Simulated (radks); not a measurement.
Results of a calculation; reference values are marked as such.
Species: Mo. Configuration: [Kr] 4d5 5s1.

Code: a radial shooting solver on a logarithmic mesh with Libxc functionals. Model: Dirac Kohn-Sham, LDA (Slater exchange, Perdew-Wang correlation), spin-unpolarised, spherical densities, point nucleus; open shells are shared between the two j in proportion to 2j + 1; speed of light set to 411.108 atomic units (3 times the physical value, a model run).

Energy parts (hartree):
total: -3980.67318
kinetic: 3993.33510
electron-nucleus: -9497.67881
Hartree: 1641.08833
exchange-correlation: -117.41780

Orbitals (lengths in bohr, moments of r in powers of bohr; r(max) is where P^2 peaks):
| orbital | occ. | eigenvalue (hartree) | <r^2> | r(max) |
|---|---|---|---|---|
| 1s1/2 | 2 | -711.1354 | 0.001757 | 0.02391 |
| 2s1/2 | 2 | -98.94759 | 0.02947 | 0.1338 |
| 2p1/2 | 2 | -91.18925 | 0.02240 | 0.1051 |
| 2p3/2 | 4 | -90.77622 | 0.02255 | 0.1055 |
| 3s1/2 | 2 | -16.76373 | 0.2220 | 0.3940 |
| 3p1/2 | 2 | -13.78241 | 0.2201 | 0.3810 |
| 3p3/2 | 4 | -13.71476 | 0.2213 | 0.3820 |
| 3d3/2 | 4 | -8.25162 | 0.2067 | 0.3218 |
| 3d5/2 | 6 | -8.23798 | 0.2070 | 0.3221 |
| 4s1/2 | 2 | -2.24861 | 1.454 | 1.009 |
| 4p1/2 | 2 | -1.39956 | 1.781 | 1.076 |
| 4p3/2 | 4 | -1.38980 | 1.791 | 1.079 |
| 4d3/2 | 2 | -0.15284 | 4.909 | 1.375 |
| 4d5/2 | 3 | -0.15198 | 4.927 | 1.376 |
| 5s1/2 | 1 | -0.14907 | 15.42 | 3.013 |
| 5p1/2 | 0 | -0.04252 | 32.02 | 4.087 |
| 5p3/2 | 0 | -0.04212 | 32.24 | 4.101 |
| 6s1/2 | 0 | -0.00089 | 551.5 | 11.42 |

The highest occupied level is 5s1/2 at -4.056 eV. The density falls to 0.001 e/bohr^3 at r = 4.71 bohr.
